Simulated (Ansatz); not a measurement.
A nudged elastic band was laid between two geometries of C$_{2}$H$_{8}$BSb (12 atoms, charge 0, multiplicity 1).

Theory: RKS PBE-D4/def2-SVP in Ansatz.

```yaml
movable_images: 7
climbing_image: yes
spring: 5.0 eV/Å²
optimiser: quadratic models (default)
start_path: IDPP
force_threshold: 0.03 eV/Å
iteration_limit: 60
end_points: relaxed
```

Image 0:

```xyz
12
Properties=species:S:1:pos:R:3
B -1.526 1.425 -0.058
Sb 0.607 0.896 0.089
C 0.511 -0.609 1.688
C 0.773 -0.469 -1.626
H -2.012 1.708 -1.138
H -2.178 1.619 0.953
H -0.123 -1.460 1.377
H 1.534 -0.965 1.914
H 0.080 -0.134 2.589
H 0.104 -1.339 -1.492
H 1.821 -0.810 -1.719
H 0.485 0.084 -2.542
```

Image 8:

```xyz
12
Properties=species:S:1:pos:R:3
B -1.943 0.726 0.286
Sb 0.206 1.058 -0.072
C 1.055 -0.189 1.528
C 0.528 -0.320 -1.754
H -2.718 0.689 -0.652
H -2.385 0.771 1.419
H 0.751 -1.244 1.395
H 2.157 -0.108 1.503
H 0.681 0.186 2.500
H -0.125 -0.009 -2.592
H 0.282 -1.356 -1.455
H 1.586 -0.260 -2.072
```

Problem. Which bonds break or form, and what moves?

Solution. No bond is made or broken. The dihedral C3–Sb2–C4–H11 goes from -80 to 42°. The two ends are copies of one structure, up to a mirror image or an exchange of like atoms.

Problem. Give the energies along the band, and the barrier.

Solution. The forces met the threshold. The highest image is number 4 of 0 to 8, 0.027 eV above the ends, which have the same energy within 2 meV. A vibrational analysis at the climbing image gives one clearly imaginary mode, 93i cm⁻¹: a first-order saddle point.

```tsv
image	path coordinate (Å)	energy (eV)	dihedral C3–Sb2–C4–H11 (°)
0	0.00	0.000	-80
1	0.46	0.004	-65
2	0.91	0.013	-50
3	1.37	0.023	-35
4	1.83	0.027	-20
5	2.28	0.023	-4
6	2.74	0.013	11
7	3.19	0.004	27
8	3.65	0.000	42
```

Problem. What is the geometry of the highest image?

Solution. 
```xyz
12
Properties=species:S:1:pos:R:3:forces:R:3
B -1.899 0.868 0.199 0.00 0.01 0.00
Sb 0.279 1.046 -0.079 -0.01 0.00 0.01
C 0.951 -0.242 1.572 0.00 0.00 0.00
C 0.595 -0.373 -1.738 0.00 -0.01 0.00
H -2.638 0.856 -0.768 0.00 0.00 0.00
H -2.379 0.962 1.314 0.00 0.00 0.00
H 0.575 -1.273 1.436 0.00 0.00 0.00
H 2.056 -0.242 1.600 0.00 0.00 0.00
H 0.559 0.173 2.520 0.00 0.00 0.00
H -0.358 -0.844 -2.040 0.01 0.01 0.00
H 1.300 -1.151 -1.388 0.00 0.01 -0.01
H 1.038 0.165 -2.596 0.00 -0.01 0.00
```

The run took 2.6 min on 2 threads of Arm Neoverse N1, on a shared host, peak memory 0.14 GiB.
